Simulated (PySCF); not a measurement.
**Electron correlation in Li⁺ (lithium, charge +1)**

1s2, closed-shell 1S. All numbers are calculated (PySCF 2.14, scalar relativity by spin-free X2C-1e, in aug-cc-pVDZ-DK (4s3p2d, 23 functions)). Frozen: nothing; 2 electrons correlated.

Total MP2 correlation energy: -0.12 mhartree.

Same-spin part 0.00 and opposite-spin part -0.12 mhartree; SCS-MP2 scales them by 1/3 and 6/5 to -0.14 mhartree.

With two correlated electrons CCSD is exact within the correlated space (frozen core and kept virtual orbitals).

| level | correlation energy (mhartree) |
| --- | --- |
| CCSD | -0.11 |

Diagnostics: T1 = 0.00016, D1 = 0.0002, largest double amplitude 0.002.

Cost of the coupled-cluster step: 0.02 s of wall time on 1 thread of Neoverse-V2 (shared host), for 2 correlated electrons.

Iterations:

```
CC2 = 0
CCSD nocc = 1, nmo = 23
frozen orbitals []
max_cycle = 100
direct = 0
conv_tol = 1e-08
conv_tol_normt = 1e-06
diis_space = 8
diis_start_cycle = 0
Init t2, MP2 energy = -7.23689989991507  E_corr(MP2) -0.000120772056585237
Init E_corr(CCSD) = -0.000120772056586057
cycle = 1  E_corr(CCSD) = -0.000108349468956183  dE = 1.24225876e-05  norm(t1,t2) = 0.000497661
cycle = 2  E_corr(CCSD) = -0.000109968806599415  dE = -1.61933764e-06  norm(t1,t2) = 6.31089e-05
cycle = 3  E_corr(CCSD) = -0.000109812695744332  dE = 1.56110855e-07  norm(t1,t2) = 8.91954e-06
cycle = 4  E_corr(CCSD) = -0.00010981697345544  dE = -4.27771111e-09  norm(t1,t2) = 7.51799e-07
CCSD converged
E(CCSD) = -7.236888944831944  E_corr = -0.0001098169734554396
```
